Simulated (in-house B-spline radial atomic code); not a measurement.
I⁷⁺. Computed with a B-spline radial atomic code. Model: all-electron spherical atom, spin shells full or empty, radial basis limit, no spin-orbit coupling: exact exchange with a local potential (Slater, KLI or optimised effective potential, whose far tail is KLI's), no correlation.

Exchange potential has not reached -1/r at the last radius.

The run also made RPA and GW results, which its time includes.

The Slater potential averages the orbital exchange potentials with the orbital densities as weights, KLI adds orbital constants, and the optimised effective potential minimises the exact-exchange energy among local potentials. So their energies lie above Hartree-Fock in the order OEP, KLI, Slater. All fall off as −1/r, unlike LDA and GGA exchange.

Command:
```bash
python run_gw.py task.json out
```
Settings (lengths in bohr, energies in hartree):
```
Z                      53
electrons              46
configuration          [Kr] 4d10
hamiltonian            nr
method                 oep
lmax                   9
spin_polarised         False
box_radius             8.41
intervals              72
```

Time taken, with all properties: 6.8 s on 1 thread of Arm Neoverse N1, on a shared host.

Given: hamiltonian non-relativistic; mean-field start exchange-only OEP.

Computed: energy above Hartree-Fock 14.179 millihartree; virial ratio -E/T less 1 0.

```
radius (bohr)  r times exchange potential (hartree bohr)
     0.000943                                  -0.040897
      0.00117                                  -0.050693
      0.00145                                  -0.062737
      0.00179                                   -0.07728
      0.00222                                  -0.095526
      0.00275                                   -0.11774
       0.0034                                   -0.14451
      0.00421                                     -0.177
      0.00522                                   -0.21598
      0.00646                                   -0.26125
        0.008                                          ?
      0.00991                                   -0.37051
       0.0123                                   -0.43111
       0.0152                                   -0.48821
       0.0188                                   -0.53521
       0.0233                                   -0.56005
       0.0289                                    -0.5495
       0.0357                                   -0.51639
       0.0443                                     -0.537
       0.0548                                   -0.66476
       0.0679                                   -0.82386
       0.0841                                          ?
        0.104                                    -0.9879
        0.129                                   -0.93753
         0.16                                   -0.91706
        0.198                                    -1.1277
        0.245                                    -1.3503
        0.303                                     -1.429
        0.375                                    -1.2879
        0.465                                   -0.96217
        0.576                                     -1.275
        0.713                                    -1.6015
        0.883                                     -1.708
         1.09                                    -1.6389
         1.35                                    -1.4599
         1.68                                    -1.2754
         2.08                                    -1.1561
```

Problem. What belongs in the row 0.008?

Solution. r times exchange potential (hartree bohr): -0.31315.

Problem. What belongs in the row 0.0841?

Solution. r times exchange potential (hartree bohr): -0.94231.

```
occupied  level (hartree)  Hartree-Fock level (hartree)
      1s            -1167                       -1180.6
      2s          -179.13                       -184.29
      2p          -168.51                       -173.01
      3s                ?                             ?
      3p          -34.726                        -36.44
      3d                ?                             ?
      4s          -9.8865                       -10.485
      4p          -8.3191                       -8.7188
      4d          -5.6354                       -5.6356
```

Problem. What belongs in the row 3s?

Solution. level (hartree): -39.19; Hartree-Fock level (hartree): -41.247.

Problem. What belongs in the row 3d?

Solution. level (hartree): -26.458; Hartree-Fock level (hartree): -27.613.

```
empty  level (hartree)
   5s          -3.7503
   5p                ?
   4f          -2.7458
   5d          -2.4866
```

Problem. What belongs in the row 5p?

Solution. level (hartree): -3.2668.

The highest level, 4d, differs from Hartree-Fock by +0.0058 eV and the deepest, 1s, by +369 eV: a local potential can match the highest level but can't give each shell its own exchange.
